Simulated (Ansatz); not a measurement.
Gas-phase electronic energies from Ansatz, PBE0-D4/def2-TZVP geometries. CBS: MP2 limit from def2 TZ/QZ plus the TZ coupled-cluster correction, frozen cores. One conformer a species, not always the lowest.

Reaction (redistribution): `C[SiH2][SiH2]F` + `OC[SiH2]O` → `C[SiH2]C[SiH2]O` + `O[SiH2]F`

| species | CCSD(T)/CBS(def2) energy (Eh) |
| --- | --- |
| `C[SiH2][SiH2]F` | -720.27653 |
| `OC[SiH2]O` | -481.11999 |
| `C[SiH2]C[SiH2]O` | -735.52807 |
| `O[SiH2]F` | -465.96250 |

(1) Work out ΔE.

Largest T1 diagnostic among the species: 0.012.

Answers

(1) ΔE = (-735.52807) + (-465.96250) − (-720.27653) − (-481.11999) = -0.09405 Eh = -246.9 kJ/mol.

The D4 term adds −4.2 kJ/mol with B3LYP and −2.4 kJ/mol with PBE0; it sums over pairs of atoms, weighted by their polarisabilities, and B3LYP, whose exchange is more repulsive, gets the larger term. From PBE to PBE0 (25 % exact exchange), in def2-TZVPP and without D4, ΔE moves by −12.8 kJ/mol.

B3LYP here is the variant with VWN-RPA as its local correlation; programs differ in this.
